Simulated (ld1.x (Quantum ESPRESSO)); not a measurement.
**Reading a pseudo-wave (chromium)**

Columns: radius, all-electron u(r) and pseudo u(r) of the 3d shell (level -1.31 eV) of chromium in the configuration [Ne] 3s2 3p6 3d6 4s0 4p0; PBEsol, scalar-relativistic, ultrasoft scheme, ld1.x (Quantum ESPRESSO) 7.5.

```
r (bohr)  all-electron  pseudo
   0.103        0.0449  0.0009
   0.205        0.1872  0.0070
   0.308        0.3591  0.0228
   0.410        0.5082  0.0510
   0.513        0.6207  0.0935
   0.615        0.6939  0.1485
   0.718        0.7345  0.2144
   0.820        0.7496  0.2857
   0.923        0.7471  0.3585
   1.025        0.7330  0.4261
   1.128        0.7116  0.4848
   1.230        0.6862  0.5299
   1.332        0.6589  0.5600
   1.435        0.6305  0.5747
   1.538        0.6023  0.5751
   1.640        0.5751  0.5644
   1.743        0.5487  0.5458
   1.845        0.5237  0.5234
   1.948        0.4998  0.4998
   2.050        0.4774  0.4774
   2.153        0.4560  0.4560
   2.255        0.4361  0.4361
   2.358        0.4172  0.4172
   2.460        0.3995  0.3995
   2.562        0.3828  0.3828
   2.665        0.3669  0.3669
```

Task: How many radial nodes do the two functions have?

Result: The all-electron 3d function has n − l − 1 = 0; the pseudo-wave has 0.

Task: At about which radius was the pseudo-wave matched?

Result: 2.05 bohr. The columns agree to 0.0005 from 1.84 bohr on; several derivatives are matched, so the curves merge somewhat inside the radius.

Task: Where does each function peak?

Result: Outermost all-electron maximum near 0.82 bohr, pseudo maximum near 1.54 bohr (to the table’s step).

Task: Is the pseudo-wave norm-conserving?

Result: No, it belongs to an ultrasoft set: the norm inside the radius is not constrained, and the difference is carried by the augmentation charge.
